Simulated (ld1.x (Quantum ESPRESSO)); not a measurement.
# Pseudopotential generation for iron: PAW, PBE, scalar-relativistic.

ld1.x (Quantum ESPRESSO) 7.5 input, shortened:

```
&input
   title='Fe', zed=26., rel=1, dft='PBE', iswitch=3,
   config='[Ar] 3d6 4s0 4p0'
 /
 &inputp
   pseudotype=3, lpaw=.true., tm=.true., lloc=-1, rcloc=1.52,
   nlcc=.true., new_core_ps=.true.,
   which_augfun='BESSEL', rmatch_augfun=0.72
 /
6
3S  1  0   2.00   0.00  1.00  1.06  0.0
4S  2  0   0.00   0.00  1.00  1.06  0.0
3P  2  1   6.00   0.00  1.44  1.68  0.0
4P  3  1   0.00   0.00  1.44  1.68  0.0
3D  3  2   6.00   0.00  1.58  1.68  0.0
3D  3  2   0.00   0.30  1.58  1.68  0.0
 &test
   configts(1)='3s2 3p6 3d6 4s0 4p0'
 /
```

All-electron outer shells of the reference configuration (PBE, scalar-relativistic, ld1.x):

```
shell  level (eV)  outermost node (bohr)  outermost maximum (bohr)
   2p     -716.69                      –                      0.18
   3s     -112.47                   0.33                      0.70
   3p      -78.51                   0.30                      0.72
   3d      -25.72                      –                      0.71
   4s      -20.20                   1.00                      2.18
   4p      -14.30                   1.08                      2.60
```

Calculated quality:

- Cutoffs needed: 45 Ry and 80 Ry (the cutoffs (Ry, on a coarse ladder) from which the occupation-weighted sum of valence levels, in a spherical-Bessel basis at the reference potential, stays within 10 and 1 mRy of its value at 400 Ry)
- Ghost test: no extra level below or beside the all-electron valence levels (s, p, d, f tested) (spherical-Bessel basis up to 400 Ry, 20 bohr box)
- Configuration tests: test run stopped at test 3 of 7 (negative rho)
- Lowest eigenvalue of the overlap operator: 0.11 (p channel)

Generation and tests took about 1.2 s on one core of a shared server CPU.
